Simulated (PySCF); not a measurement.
## A survey of 19F NMR shifts

Method: geometry: GFN2-xTB, σ from GIAO-PBE0/pcSseg-1, in PySCF 2.14.0 with density-fitted response routines (gas phase, rapidly exchanging positions averaged, non-relativistic, a single conformation).

Shieldings were converted by a linear fit to measured shifts: 19F: δ = 146.13 − 0.903σ +14.6 on sp3 carbon (rms 6.0 ppm, 223 shifts, 7.0 ppm with the 5 outliers that the fit left out vs CFCl3, solution or neat liquid). Occasional misses reach two or three times the rms, and more in compound classes unlike the fitted ones.

(1) Give the 19F shifts of `CCC1=C[P@]1(=S)C(F)(F)F`, `C#CC#CCC(F)=C(F)F`, `CN(C)[Si@@H](N)C(F)F`, `Cc1cccc(C(F)(F)F)p1`.

(2) Order these by 19F shift, lowest first.
A. O=C(F)c1ccc(C(=O)F)s1
B. FC(F)(F)C1=C[P@@H](=S)CC1
C. FC(F)(F)c1ccc[pH]1

Results:

(1) 
```
                                                     compound                   environment  δ (ppm)
                                      CCC1=C[P@]1(=S)C(F)(F)F  fluorine of a CF3 group (×3)    -63.8
[CH:1]#[C:2][C:3]#[C:4][CH2:5][C:6]([F:7])=[C:8]([F:9])[F:10]         F10: vinylic fluorine   -101.8
[CH:1]#[C:2][C:3]#[C:4][CH2:5][C:6]([F:7])=[C:8]([F:9])[F:10]          F9: vinylic fluorine   -117.4
[CH:1]#[C:2][C:3]#[C:4][CH2:5][C:6]([F:7])=[C:8]([F:9])[F:10]          F7: vinylic fluorine   -175.8
    [CH3:1][N:2]([CH3:3])[Si@@H:4]([NH2:5])[CH:6]([F:7])[F:8]   F8: fluorine of a CF2 group   -139.5
    [CH3:1][N:2]([CH3:3])[Si@@H:4]([NH2:5])[CH:6]([F:7])[F:8]   F7: fluorine of a CF2 group   -140.3
                                          Cc1cccc(C(F)(F)F)p1  fluorine of a CF3 group (×3)    -60.9
```

(2) B (-70.7 ppm, fluorine of a CF3 group), C (-58.4 ppm, fluorine of a CF3 group), A (17.1 ppm, fluorine bonded to C).
